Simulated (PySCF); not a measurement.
A structure optimised at PBE0-D3(BJ)/def2-TZVPD, used in a PySCF frequency run:

```xyz
4

C      0.0000     0.0000     0.5974
N      0.0000     0.0000    -0.5312
H      0.0000     0.0000     1.6805
H      0.0000     0.0000    -1.5463
```
Charge +1, spin multiplicity 1.

### Question
Write its SMILES, formula and point group.

### Answer
C#[NH+], CH₂N, C∞v

### Question
What are its rotational constants (standard atomic weights)?

### Answer
37.452 GHz (linear rotor, B only)
